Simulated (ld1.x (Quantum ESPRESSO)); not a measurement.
**Logarithmic derivatives: Ag, PAW**

- Element: Ag
- Generator: ld1.x (Quantum ESPRESSO) 7.5
- Type: PAW
- Functional: PBE
- Relativity: fully relativistic
- Frozen core: [Ar] 3d10 4s2
- Valence charge: 17
- Reference configuration: 4p6 4d10 5s1 5p0
- Partial waves: 5s (bound): rcut 1.85, rcutus 2.45 bohr; 5s channel at 1.6 Ry: rcut 1.85, rcutus 2.45 bohr; 4p (bound): rcut 1.65, rcutus 1.80 bohr; 5p (bound, empty): rcut 1.65, rcutus 1.80 bohr; 4d (bound): rcut 1.50, rcutus 1.80 bohr; 4d channel at 0.75 Ry: rcut 1.50, rcutus 1.80 bohr
- Local potential: all-electron potential smoothed inside 2.40 bohr (lloc = -1)
- Core correction: Bessel-smoothed model core inside 1.15 bohr
- Augmentation charge: BESSEL, radius 1.20 bohr

Open shells are filled in proportion to 2j + 1 (rel_dist='average').

The phase is arctan(r·u′/u) with u = r·R(r), unwrapped; energies in Ry, scanned from -6 to 5 Ry. A pole is an energy at which the radial function vanishes at the test radius. The pseudo phase is shifted by a multiple of π to meet the all-electron one at the reference energy, and phase errors are pseudo minus all-electron; the curves can meet again beyond the range given. Levels narrower than the energy grid can be missing from the lists of poles.

Problem. For each channel, where are the poles, and over which energies does the pseudopotential scatter like the atom?

Solution.

```json
{"channel": "s", "radius (bohr)": "2.63", "reference energy (Ry)": "-0.32", "poles, all-electron": "1.75", "poles, pseudo": "1.75, 4.92", "unbroken range about the reference energy with phases within 0.05 rad": "below 4.2", "phase error 1 Ry above the reference energy (rad)": "-0.000"}
{"channel": "p1/2", "radius (bohr)": "2.63", "reference energy (Ry)": "-0.06", "poles, all-electron": "-4.54, 2.85", "poles, pseudo": "-4.54, 2.84", "unbroken range about the reference energy with phases within 0.05 rad": "the whole range", "phase error 1 Ry above the reference energy (rad)": "-0.000"}
{"channel": "p3/2", "radius (bohr)": "2.63", "reference energy (Ry)": "-0.05", "poles, all-electron": "-4.16, 3.04", "poles, pseudo": "-4.16, 3.03", "unbroken range about the reference energy with phases within 0.05 rad": "the whole range", "phase error 1 Ry above the reference energy (rad)": "-0.000"}
{"channel": "d3/2", "radius (bohr)": "2.63", "reference energy (Ry)": "-0.57", "poles, all-electron": "-0.36", "poles, pseudo": "-0.36", "unbroken range about the reference energy with phases within 0.05 rad": "the whole range", "phase error 1 Ry above the reference energy (rad)": "+0.000"}
{"channel": "d5/2", "radius (bohr)": "2.63", "reference energy (Ry)": "-0.53", "poles, all-electron": "-0.31", "poles, pseudo": "-0.31", "unbroken range about the reference energy with phases within 0.05 rad": "the whole range", "phase error 1 Ry above the reference energy (rad)": "+0.000"}
```

The ghost test of this file was not conclusive.

Phases in the s channel:

| E (Ry) | all-electron | pseudo |
| --- | --- | --- |
| -6.00 | 1.405 | 1.404 |
| -5.48 | 1.396 | 1.395 |
| -4.96 | 1.385 | 1.384 |
| -4.44 | 1.371 | 1.370 |
| -3.92 | 1.355 | 1.354 |
| -3.40 | 1.333 | 1.333 |
| -2.88 | 1.304 | 1.304 |
| -2.36 | 1.262 | 1.262 |
| -1.84 | 1.196 | 1.195 |
| -1.32 | 1.069 | 1.069 |
| -0.80 | 0.749 | 0.749 |
| -0.28 | -0.265 | -0.265 |
| 0.24 | -1.123 | -1.123 |
| 0.76 | -1.389 | -1.389 |
| 1.28 | -1.506 | -1.506 |
| 1.80 | -1.577 | -1.577 |
| 2.32 | -1.630 | -1.630 |
| 2.84 | -1.678 | -1.679 |
| 3.36 | -1.730 | -1.734 |
| 3.88 | -1.798 | -1.814 |
| 4.40 | -1.903 | -2.023 |
| 4.92 | -2.118 | -4.719 |
